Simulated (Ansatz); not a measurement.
C2H2F3O (SMILES O[CH]C(F)(F)F), doublet, at a GFN2-xTB geometry; PBE/def2-SVP (Ansatz, an electronic-structure program).

Here is a job for Ansatz.
Ansatz 0.2 input:
```yaml
crystal:
  periodic: [false, false, false]
  atoms:
    - {symbol: O, position_ang: [-2.00932597, -0.50814145, 0.19200975]}
    - {symbol: C, position_ang: [-0.86567464, -0.59712044, -0.51356741]}
    - {symbol: C, position_ang: [0.37195730, 0.06856879, -0.06899920]}
    - {symbol: F, position_ang: [0.25774762, 0.51882341, 1.19521870]}
    - {symbol: F, position_ang: [1.45011722, -0.73759296, -0.10871849]}
    - {symbol: F, position_ang: [0.71770819, 1.14716381, -0.82000509]}
    - {symbol: H, position_ang: [-1.86542218, -0.05361793, 1.03625523]}
    - {symbol: H, position_ang: [-0.92782338, -1.06548872, -1.47538970]}
basis:
  gaussian:
    orbitals: def2-SVP
hamiltonian:
  xc: pbe
magnetization: {spin_polarized: true, initial_magnetization: 1}
```

The log (banner, timings and long lists left out):

```
Functional definition: PBE
1019 factors; their error is unknown
mean field evaluation 1: about -12276.7870 eV, gradient 3.5e1 eV
mean field evaluation 2: about -12271.0150 eV, gradient 5.5e1 eV
mean field evaluation 4: about -12281.1012 eV, gradient 2.3e0 eV
mean field evaluation 8: about -12281.1199 eV, gradient 1.1e-1 eV
mean field evaluation 16: about -12281.0552 eV, gradient 1.6e-4 eV
mean field -12281.05519001 eV, -451.3204538345 hartree, gradient 6.5e-5 eV, S^2 0.752388; 0 other end points of the search recorded, 0 dependent functions left out
reference -12281.05521013 eV, -451.3204545740 hartree; 25, 24 occupied and 69, 70 virtual orbitals, 1019 factors
Total energy: -12281.05521013 eV, -451.3204545740 hartree
```
